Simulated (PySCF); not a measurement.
Gas-phase reaction: 3 GeHF3 = GeH2 + 2 GeF4 + HF

Energies from PySCF (xtb for GFN2), thermal terms from the rigid-rotor harmonic-oscillator model, ideal gas at 1 bar. † marks an energy on the PBE0/def2-TZVP geometry and frequencies; other levels use their own. MP2 and CCSD(T) freeze the core. 6-31G* has spherical d functions here. All species are closed-shell singlets. B3LYP is the form with VWN-RPA correlation. Ge: all electrons, no relativistic terms. GeHF3, GeH2: computed as isolated molecules; such fragments, hydroxides, amides, oligomers or adducts are transient or little studied in the gas. MP2 isn't extrapolated to the basis-set limit; its ΔH°(298 K) is 282.0 kJ in def2-SVP and 277.4 kJ in def2-TZVPP. CCSD(T) isn't extrapolated to the basis-set limit; its ΔH°(298 K) is 262.9 kJ in def2-SVP and 261.0 kJ in def2-TZVPP. The harmonic model lacks anharmonicity and excited electronic states, which grow with temperature; levels with a mode under 35 cm⁻¹ are left out.

```
level               ΔE electronic, kJ  ΔH°(298 K), kJ  ΔS°(298 K), J/K  ΔG°(800 K), kJ
------------------  -----------------  --------------  ---------------  --------------
B3LYP/6-31G*                      292             284              117             189
BLYP/def2-TZVP†                   261             255              116             160
CCSD(T)/def2-SVP†                 269             263              116             169
GFN2-xTB                          347             343              114             253
HF/def2-TZVP†                     268             262              116             167
MP2/def2-TZVPP†                   284             277              116             183
PBE/def2-SVP                      294             287              117             192
PBE/def2-TZVP†                    275             268              116             174
r2SCAN/def2-TZVP†                 294             288              116             193
ωB97M-V/def2-TZVP†                274             268              116             173
ωB97X-V/def2-TZVP†                291             285              116             191
```
ΔH° is lowest at BLYP/def2-TZVP† and highest at GFN2-xTB. No reference value is set beside these.
